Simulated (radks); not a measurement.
Al VI, configuration [He] 2s2 2p4 (the NIST ground configuration). Method: Dirac Kohn-Sham, Wu-Cohen GGA, spin-unpolarised, spherical densities, finite nucleus; open shells fill j = l - 1/2 first; Fermi nuclear charge, rms radius 3.061 fm; computed with a radial shooting solver on a logarithmic mesh with Libxc functionals.

Radial electron density D(r) = 4 pi r^2 rho(r):

| r (bohr) | D(r) (e/bohr) |
|---|---|
| 0.004705 | 0.3574 |
| 0.005179 | 0.4274 |
| 0.005747 | 0.5180 |
| 0.006326 | 0.6177 |
| 0.007019 | 0.7462 |
| 0.007726 | 0.8869 |
| 0.008505 | 1.052 |
| 0.009437 | 1.263 |
| 0.01039 | 1.492 |
| 0.01153 | 1.782 |
| 0.01269 | 2.093 |
| 0.01408 | 2.483 |
| 0.0155 | 2.897 |
| 0.01706 | 3.367 |
| 0.01893 | 3.946 |
| 0.02083 | 4.546 |
| 0.02312 | 5.270 |
| 0.02545 | 6.007 |
| 0.02824 | 6.874 |
| 0.03108 | 7.731 |
| 0.03421 | 8.631 |
| 0.03796 | 9.638 |
| 0.04179 | 10.57 |
| 0.04637 | 11.56 |
| 0.05104 | 12.41 |
| 0.05664 | 13.23 |
| 0.06234 | 13.85 |
| 0.06862 | 14.30 |
| 0.07614 | 14.55 |
| 0.08382 | 14.54 |
| 0.093 | 14.25 |
| 0.1024 | 13.73 |
| 0.1136 | 12.92 |
| 0.125 | 12.00 |
| 0.1376 | 10.99 |
| 0.1527 | 9.894 |
| 0.1681 | 8.978 |
| 0.1865 | 8.198 |
| 0.2053 | 7.751 |
| 0.2278 | 7.611 |
| 0.2508 | 7.800 |
| 0.2761 | 8.247 |
| 0.3063 | 8.920 |
| 0.3372 | 9.588 |
| 0.3741 | 10.20 |
| 0.4118 | 10.52 |
| 0.457 | 10.50 |
| 0.503 | 10.09 |
| 0.5537 | 9.300 |
| 0.6144 | 8.098 |
| 0.6763 | 6.781 |
| 0.7504 | 5.276 |
| 0.826 | 3.947 |
| 0.9166 | 2.690 |
| 1.009 | 1.762 |
| 1.111 | 1.075 |
| 1.232 | 0.5782 |
| 1.356 | 0.2991 |
| 1.505 | 0.1319 |
| 1.657 | 0.05566 |
| 1.838 | 0.01923 |
| 2.024 | 0.006337 |

D(r) has 2 maxima, at r = 0.0793, 0.432 bohr, and minima at 0.224 bohr, inside which lie 2.22 electrons.
